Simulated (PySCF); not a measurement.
Species: C₅H₃BrClF.
SMILES with atom numbers: `[CH:1]#[C:2]/[C:3](=[CH:4]\[Br:5])[C@@H:6]([F:7])[Cl:8]` (hydrogens: H9 on C1; H10 on C4; H11 on C6)

Method used: PySCF, PBE0/def2-SV(P) geometry optimisation, gas phase.

Entries marked ? are missing.

```csv
coordinate,value
C1≡C2,?
C2–C3,?
C3=C4,?
C4–Br5,1.857 Å
C3–C6,?
C6–F7,1.349 Å
C6–Cl8,1.787 Å
C1–H9,1.076 Å
C4–H10,1.092 Å
C6–H11,1.101 Å
C1–C2–C3,?
C2–C3–C4,124.5°
C2–C3–C6,?
C4–C3–C6,?
C3–C4–Br5,124.3°
C3–C6–F7,111.2°
C3–C6–Cl8,110.5°
F7–C6–Cl8,109.1°
```

Problem. Fill in the missing values.

Solution. 
- C1≡C2 = 1.213 Å, drawn triple (terminal alkyne carbon to alkyne carbon); 0.17 Å below the sum of covalent radii, 1.38 Å.
- C2–C3 = 1.422 Å, drawn single (alkyne carbon to fully substituted alkene carbon); equal to the sum of covalent radii, 1.42 Å.
- C3=C4 = 1.346 Å, drawn double (fully substituted alkene carbon to alkene CH carbon); 0.11 Å below the sum of covalent radii, 1.46 Å.
- C3–C6 = 1.511 Å, drawn single (fully substituted alkene carbon to sp3 C–F carbon); 0.02 Å above the sum of covalent radii, 1.49 Å.
- C1–C2–C3 = 177.9°, at the alkyne carbon; the outer atoms are 2.634 Å apart.
- C2–C3–C6 = 116.5°, at the fully substituted alkene carbon; the outer atoms are 2.495 Å apart.
- C4–C3–C6 = 118.9°, at the fully substituted alkene carbon; the outer atoms are 2.462 Å apart.

Radii are Cordero's, carbon taken as 0.76, 0.73 or 0.69 Å for four, three, and two or fewer neighbours.

Stationary, but not proved a minimum. The numbers are those of one conformer (C2–C3–C6–F7 173°).

The run took 59 s on one thread, Arm Neoverse V2 (aarch64), shared host, and the process peaked at 0.66 GiB of memory. This is the geometry optimisation.
